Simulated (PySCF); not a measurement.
## V³⁺ (vanadium, charge +3) across methods

[Ar] 3d2, high-spin 3F determinant. Calculation: PySCF 2.14, in aug-cc-pVTZ with one added diffuse shell each of s, p, d, f, g type (9s8p6d4f3g, 118 functions); the non-relativistic Hamiltonian (point nucleus). The B2PLYP total includes its PT2 part (frozen core); its orbital energies are those of the SCF part.

| method | E (hartree) | mean ε 3p α (eV) | mean ε 3p β (eV) | mean ε 3d α (eV) | Σ⟨r²⟩ (bohr²) | ⟨S²⟩ |
| --- | --- | --- | --- | --- | --- | --- |
| BP86 | -942.117 | -77.921 | -75.894 | -38.594 | 13.15 | 2.000 |
| B2PLYP | -941.801 | -84.971 | -81.289 | -43.503 | 13.14 | 2.001 |
| LDA | -939.815 | -77.937 | -75.868 | -38.472 | 13.21 | 2.000 |
| r2SCAN | -941.993 | -79.098 | -76.613 | -39.086 | 13.12 | 2.001 |
| UHF | -941.14498 | -90.953 | -85.680 | -47.542 | 13.09 | 2.003 |
| PBE0 | -941.825 | -81.459 | -78.650 | -40.986 | 13.14 | 2.001 |
| PBE | -941.767 | -77.909 | -75.807 | -38.546 | 13.19 | 2.000 |
| r2SCAN0 | -941.994 | -82.259 | -79.181 | -41.412 | 13.10 | 2.001 |
